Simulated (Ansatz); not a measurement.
Basis sets compared for Na₅O₃. Charge 0, multiplicity 2. Geometry r2SCAN-D4/def2-SVP. Ansatz on 4 threads of Arm Neoverse V1 on a shared host; times are rough, and most runs start from earlier orbitals.

```xyz
8

Na    0.261    0.090   -1.535
Na   -1.436    3.439   -0.300
Na   -1.373   -0.402    0.621
Na    1.022    1.165    1.036
Na    1.440   -3.023    0.400
O    -0.715    1.514   -0.196
O    -0.077   -1.803   -0.469
O     0.879   -0.980    0.442
```

The structure holds 1 bond(s) between oxygen atoms. At HF/STO-3G, HF/def2-TZVP the charge 0 doublet is spin-contaminated (final ⟨S²⟩ up to 0.87, 0.75 for a pure state). At HF/STO-3G the highest occupied level of the charge 0 doublet lies above zero (up to 7.85 eV). In Hartree–Fock with STO-3G the lack of diffuse functions raises the level. Another isomer (doublet) lies 0.23 eV lower at PBE-D4/def2-TZVP; other spin states weren't run for this one.

| level | functions | energy (Eh) | HOMO (eV) | LUMO (eV) | wall time |
| --- | --- | --- | --- | --- | --- |
| HF/STO-3G | 60 | -1020.4800 | 7.85 | 12.05 | 0.65 s |
| PBE-D4/def2-SVP | 117 | -1035.9442 | -2.03 | -1.81 | 3.8 s |
| PBE0-D4/def2-SVP | 117 | -1035.9871 | -2.17 | -1.46 | 7 s |

Estimate the rows for HF/def2-TZVP, PBE-D4/def2-TZVP (with forces), PBE0-D4/def2-TZVP.


```tsv
level	functions	energy (Eh)	HOMO (eV)	LUMO (eV)	wall time
HF/def2-TZVP	253	-1033.9707	-2.62	-0.31	22 s
PBE-D4/def2-TZVP (with forces)	253	-1036.5098	-2.02	-1.80	11 s
PBE0-D4/def2-TZVP	253	-1036.5482	-2.16	-1.47	18 s
```
